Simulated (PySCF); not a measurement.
Ligands exchanged one at a time, Sn OH-H. Gas-phase values, no solvent. One relaxed conformer stands for each flexible species; it need not be the lowest. Strings in code marks are SMILES.

Calculation: PBE-D3(BJ)/def2-TZVP in PySCF 2.14.0. 

| species | HOMO (eV) | S1 oscillator strength | HOMO–LUMO gap (eV) |
|---|---|---|---|
| 0 of 4 OH replaced by H (`[OH][Sn]([OH])([OH])[OH]`) | -7.38 | [?] | 4.48 |
| 1 of 4 OH replaced by H (`[OH][SnH]([OH])[OH]`) | [?] | [?] | 4.92 |
| 2 of 4 OH replaced by H | -6.78 | 0.028 | 5.22 |
| 3 of 4 OH replaced by H (`[SnH3][OH]`) | -6.58 | 0.016 | 5.15 |
| 4 of 4 OH replaced by H (`[SnH4]`) | -7.92 | – | 7.52 |

**Question.** Some entries are withheld; supply them.

**Answer.** 
- 0 of 4 OH replaced by H (`[OH][Sn]([OH])([OH])[OH]`), S1 oscillator strength: 0.015
- 1 of 4 OH replaced by H (`[OH][SnH]([OH])[OH]`), HOMO (eV): -7.07
- 1 of 4 OH replaced by H (`[OH][SnH]([OH])[OH]`), S1 oscillator strength: 0.047
